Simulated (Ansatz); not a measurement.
Basis sets compared for Sc₈O₁₂. The state is a singlet with charge 0. Geometry PBE-D4/def2-SVP. Ansatz on 2 threads of AMD EPYC 7R13 on a shared host and a share (18 GiB) of an NVIDIA H100 80GB HBM3; times are rough, and most runs start from earlier orbitals.

```xyz
20

Sc    0.123    2.204   -1.315
Sc    0.696   -0.687    3.241
Sc    3.222    1.406   -1.534
Sc   -2.371    1.397   -3.487
Sc    1.370   -0.855   -0.391
Sc   -1.495   -1.163   -1.327
Sc   -0.770   -2.341    1.235
Sc    1.626    2.085    1.513
O     1.783    2.313   -2.268
O    -0.176    0.282   -0.915
O     1.138    1.154    3.112
O     2.539    0.892    0.192
O     0.047   -2.324   -0.740
O    -1.215   -1.168    2.938
O    -0.566   -2.445    3.379
O    -3.103   -0.081   -2.475
O    -2.284   -1.693    0.298
O     1.125   -1.374    1.504
O    -2.015   -0.524   -3.421
O     0.327    2.922    0.460
```

Single mean-field runs in def2-SVP, def2-TZVP are fitted with def2-universal-jkfit. The structure holds 2 bonds between oxygen atoms, so isomers without such links may lie far lower. The restricted singlet is unstable towards broken spin symmetry in Hartree–Fock (as tested in another run); at PBE-D4/def2-SVP, PBE-D4/def2-TZVP, PBE0-D4/def2-SVP, PBE0-D4/def2-TZVP this wasn't settled. No other spin state of charge 0 was run. Another isomer (singlet) lies 8.77 eV lower at PBE0-D4/def2-TZVP; other spin states weren't run for this one.

Binding counts from free atoms (Sc doublet, O triplet) in the same basis, without a counterpoise term.

| level | functions | energy (Eh) | HOMO (eV) | LUMO (eV) | binding per atom (eV) | wall time |
| --- | --- | --- | --- | --- | --- | --- |
| PBE-D4/def2-SVP | 416 | -6985.5111 | -3.02 | -2.90 | 5.86 | 7 s |
| PBE0-D4/def2-SVP | 416 | -6985.6399 | -3.54 | -2.05 | 5.41 | 7.5 s |

(1) Estimate the rows for PBE-D4/def2-TZVP (with forces), PBE0-D4/def2-TZVP.

## Answers

(1) 
```json
{"level": "PBE-D4/def2-TZVP (with forces)", "functions": "732", "energy (Eh)": "-6987.3355", "HOMO (eV)": "-3.14", "LUMO (eV)": "-2.98", "binding per atom (eV)": "–", "wall time": "11 s"}
{"level": "PBE0-D4/def2-TZVP", "functions": "732", "energy (Eh)": "-6987.4634", "HOMO (eV)": "-3.64", "LUMO (eV)": "-2.13", "binding per atom (eV)": "5.30", "wall time": "15 s"}
```
